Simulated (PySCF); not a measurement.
**Excitation energy of N(2+) by level of theory**

N(2+) [He] 2s2 2p1 (2P) → N(2+) [He] 2s1 2p1 3d1 (high-spin determinant), as a difference of total energies. Calculation: PySCF 2.14, in aug-cc-pVTZ with one added diffuse shell each of s, p, d, f type (6s5p4d3f, 62 functions); no relativity, point nucleus. Correlated levels: valence: 1s2 frozen. The calculations carry no spin-orbit coupling.

| method | excitation energy (cm⁻¹) |
| --- | --- |
| UHF | 315550 |
| LDA | 319900 |
| PBE | 318890 |
| PBE0 | 320640 |
| r2SCAN | 318630 |
| B97-3 | 323020 |
| MN15 | 323060 |
| BP86 | 319800 |
| r2SCANh | 319430 |
| MP2 (valence) | 325980 |
| SCS-MP2 (valence) | 329110 |

The promoted electron is Rydberg-like, and one or two diffuse shells describe it only roughly, which tends to raise the upper state.

The determinant of the upper state mixes LS terms, which raises its energy above the lowest term, most at the Hartree-Fock and MP2 levels.
